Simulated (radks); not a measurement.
Values are calculated unless marked as measured or tabulated.
Question: These are the eigenvalues of the occupied orbitals of an atom or ion with whole-number occupations (eV). Code: a radial shooting solver on a logarithmic mesh with Libxc functionals. Model: scalar-relativistic Kohn-Sham, PBEsol, spin-polarised, spherical densities, finite nucleus; Fermi nuclear charge, rms radius of each element as measured or else 0.836 A^(1/3) + 0.57 fm.

1s up: -54265.28
1s down: -54264.97
2s up: -10976.75
2s down: -10958.74
2p up: -10032.79
2p down: -10018.77
3s up: -4008.575
3s down: -3989.140
3p up: -3719.338
3p down: -3699.325
3d up: -3390.299

Which element is it, and in what charge state? The configuration may be excited. Open shells, if any, are filled with parallel spins first.

Answer: Z = 65, terbium, charge +43: Tb43+ in [Ar] 3d4. The list shows which subshells hold electrons but not how many an open one holds; the 1s level, -1994.2 hartree, gives Z - s = 63.2 by -(Z - s)^2/2, which with screening and relativity narrows Z to a few neighbours, and the depths of the outer levels then fix element, charge and occupations together.
